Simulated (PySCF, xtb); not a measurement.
C2H8AlFSi, SMILES [CH3][Al]([CH3])[SiH2]F. Other conformers were not sampled.

Harmonic wavenumbers (cm⁻¹) from GFN2-xTB (xtb) at its own minimum, in rising order: 5, 51, 65, 73, 84, 103, 194, 284, 364, 448, 475, 515, 554, 608, 625, 685, 704, 746, 808, 1302, 1307, 1440, 1447, 1450, 1454, 2106, 2131, 2893, 2894, 2898, 2903, 2913, 2917.

Problem. What does ωB97X-D3(BJ)/def2-SVP (PySCF) give at its own minimum? (An estimate is asked for; the answer gives what the named calculation found.)

Solution. 19, 32, 42, 67, 148, 157, 208, 378, 402, 542, 590, 624, 662, 709, 745, 748, 838, 901, 964, 1228, 1231, 1428, 1433, 1436, 1438, 2211, 2215, 3046, 3046, 3131, 3133, 3157, 3163. Paired by order, the mean absolute difference is 95 cm⁻¹ and the zero-point energies are 53.5 and 57.3 kcal/mol.
